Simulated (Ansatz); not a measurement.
C5H5, SMILES [C]1=CCC=C1, multiplicity 2.

The structure is a stationary point at PBE0-D3(BJ)/def2-SVP. The isomer is the one that the SMILES or the coordinates give; other isomers of the formula were not compared. The values are those of a single conformer.

Two levels are set side by side: PBE/def2-SVPD (Ansatz, an electronic-structure program) and PBE0/def2-SVPD (Ansatz). Energy differences of separate SCF runs at the same geometry; the states with an electron removed or added have multiplicity 3 and 1. Differences are taken from unrounded values.

```json
[
 {"quantity": "vertical ionisation energy (eV)", "PBE0": "8.64", "PBE": "8.68", "PBE minus PBE0": "0.04"},
 {"quantity": "vertical electron affinity (eV)", "PBE0": "0.44", "PBE": "0.55", "PBE minus PBE0": "0.11"}
]
```
